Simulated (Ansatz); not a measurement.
Basis sets compared for Cu₂Te⁻. Charge -1, multiplicity 2. Geometry PBE0-D4/def2-TZVPD. Ansatz on 2 threads of Arm Neoverse V1 on a shared host; times are rough, and most runs start from earlier orbitals.

```csv
atom,x (Å),y (Å),z (Å)
Cu1,-0.3792,0.1316,1.3529
Cu2,-0.0555,-1.2816,-0.5880
Te3,0.4347,1.1500,-0.7649
```

In the def2 sets Te takes a core potential; there is no spin–orbit coupling. At PBE-D4/def2-SVPD, PBE-D4/def2-TZVPD, PBE0-D4/def2-SVPD, PBE0-D4/def2-TZVPD the highest occupied level of the charge -1 doublet lies above zero (up to 0.67 eV). By energy differences its removal costs 1.41 eV (vertical, to the charge 0 singlet, at PBE0-D4/def2-TZVPD). The structure comes from a short search, and lower isomers may exist.

| level | functions | energy (Eh) | HOMO (eV) | LUMO (eV) | wall time |
| --- | --- | --- | --- | --- | --- |
| PBE-D4/def2-SVPD | 103 | -3548.2084 | 0.67 | 1.21 | 3.7 s |
| PBE0-D4/def2-SVPD | 103 | -3548.2260 | 0.10 | 1.92 | 7 s |

Question: Estimate the rows for PBE-D4/def2-TZVPD (with forces), PBE0-D4/def2-TZVPD.

Answer: 
```json
{"level": "PBE-D4/def2-TZVPD (with forces)", "functions": "155", "energy (Eh)": "-3548.7165", "HOMO (eV)": "0.60", "LUMO (eV)": "1.16", "wall time": "7 s"}
{"level": "PBE0-D4/def2-TZVPD", "functions": "155", "energy (Eh)": "-3548.7153", "HOMO (eV)": "0.03", "LUMO (eV)": "1.82", "wall time": "13 s"}
```
